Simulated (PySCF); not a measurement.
[(E)-2-germylethenyl]germane (C2H8Ge2), SMILES [GeH3]/[CH]=[CH]/[GeH3].

Geometry optimised at PBE0-D3(BJ)/def2-SVP.

Two levels are set side by side: PBE/def2-TZVP (PySCF) and CAM-B3LYP/def2-TZVP (PySCF). Same geometry, gas phase. Differences are taken from unrounded values.

```
quantity                       PBE
---------------------------  -----
orbital gap (eV)              5.12
highest occupied level (eV)  -6.81
lowest empty level (eV)      -1.68
mean polarisability (bohr³)   93.3
```

Problem. These are the PBE values. What does CAM-B3LYP give? (The exact figures need the calculation; the answer reports its results.)

Solution. 
| quantity | CAM-B3LYP | PBE minus CAM-B3LYP |
|---|---|---|
| orbital gap (eV) | 9.66 | -4.54 |
| highest occupied level (eV) | -9.19 | 2.38 |
| lowest empty level (eV) | 0.47 | -2.15 |
| mean polarisability (bohr³) | 88.9 | 4.4 |

PBE's occupied levels lie high since its potential decays too fast outside the molecule; exact exchange lowers them and widens the gap. Loosely held outer electrons make PBE densities more polarisable. Differences between two approximate levels are no errors against the true value.

Rough cost on one machine, each run with all the roots and properties that it gave: CAM-B3LYP against PBE within a factor of 2.
